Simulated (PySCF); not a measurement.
## Working out the ionisation energy of Dy

Dy [Xe] 4f10 6s2 (high-spin determinant) → Dy⁺ [Xe] 4f10 6s1 (high-spin determinant). Computed with PySCF 2.14 in cc-pVDZ-X2C (8s7p5d3f1g, 84 functions), with scalar relativity by spin-free X2C-1e. Frozen: [Ar] 3d10. Energies in hartree (1 hartree = 27.21139 eV):

```json
{"part": "UHF", "Dy (lower)": "-12152.269700", "Dy⁺ (upper)": "-12152.090971"}
{"part": "MP2 opposite-spin", "Dy (lower)": "-0.682354", "Dy⁺ (upper)": "-0.654335"}
{"part": "MP2 same-spin", "Dy (lower)": "-0.437231", "Dy⁺ (upper)": "-0.429407"}
```

Question: What does Hartree-Fock give?

Answer: (-12152.090971) − (-12152.269700) = 0.178729 hartree = 4.863 eV.

Question: What do MP2 and SCS-MP2 (6/5 opposite-spin, 1/3 same-spin) give?

Answer: The opposite-spin parts differ by 0.762 eV and the same-spin parts by 0.213 eV. MP2: 4.863 + (0.762) + (0.213) = 5.838 eV. SCS-MP2: 4.863 + 1.2 × (0.762) + (0.213)/3 = 5.848 eV.

A first-order spin-orbit estimate adds 0.000 eV to MP2 (valence and next inner shell), giving 5.838 eV against 5.939 eV (measured; NIST Atomic Spectra Database, ionization energies).

One determinant mixes LS terms, so it does not stand for a single term.

A double-zeta basis recovers only part of the correlation energy.

What remains against the reference includes basis incompleteness, the frozen core and correlation beyond second order.
